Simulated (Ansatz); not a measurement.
`OC#CC[SiH3]` and `OC#C[SeH]` differ in one atom or group.

Ansatz, PBE0-D4/def2-TZVP geometries, multiplicity 1. Each molecule was computed in one conformer, which needn't be the lowest.

Scalar relativity is left out up to krypton. Spin–orbit coupling is left out; it splits and shifts lone-pair levels of the heavy atoms by tenths of an eV.

```json
{"property": "LUMO energy (PBE/def2-TZVPP) / eV", "`OC#CC[SiH3]`": "-0.44"}
{"property": "HOMO–LUMO gap (PBE0/def2-TZVPP) / eV", "`OC#CC[SiH3]`": "7.34"}
{"property": "LUMO energy (PBE0/def2-TZVPP) / eV", "`OC#CC[SiH3]`": "0.47"}
{"property": "HOMO energy (B3LYP/def2-TZVPP) / eV", "`OC#CC[SiH3]`": "-6.64"}
{"property": "HOMO–LUMO gap (PBE/def2-TZVPP) / eV", "`OC#CC[SiH3]`": "5.16"}
{"property": "size of the dipole moment (PBE/def2-TZVPP) / D", "`OC#CC[SiH3]`": "2.00"}
```

(1) What does the change do to each property? (Best estimate.)

## Answers

(1) Computed: 
| property | `OC#C[SeH]` | shift |
| --- | --- | --- |
| LUMO energy (PBE/def2-TZVPP) / eV | -0.91 | -0.47 |
| HOMO–LUMO gap (PBE0/def2-TZVPP) / eV | 6.42 | -0.92 |
| LUMO energy (PBE0/def2-TZVPP) / eV | 0.00 | -0.47 |
| HOMO energy (B3LYP/def2-TZVPP) / eV | -6.21 | 0.43 |
| HOMO–LUMO gap (PBE/def2-TZVPP) / eV | 4.39 | -0.77 |
| size of the dipole moment (PBE/def2-TZVPP) / D | 1.90 | -0.10 |

With PBE0 the HOMO rises by 0.44 eV and the LUMO falls by 0.47 eV, so the gap narrows by about 0.91 eV. PBE moves the HOMO by 0.31 eV and ωB97M-V by 0.59 eV. The zero-point energy changes by -117.2 kJ/mol with -15 modes. Dipoles are sizes alone; their direction can turn.

B3LYP here is the variant with VWN-RPA as its local correlation; programs differ in this.
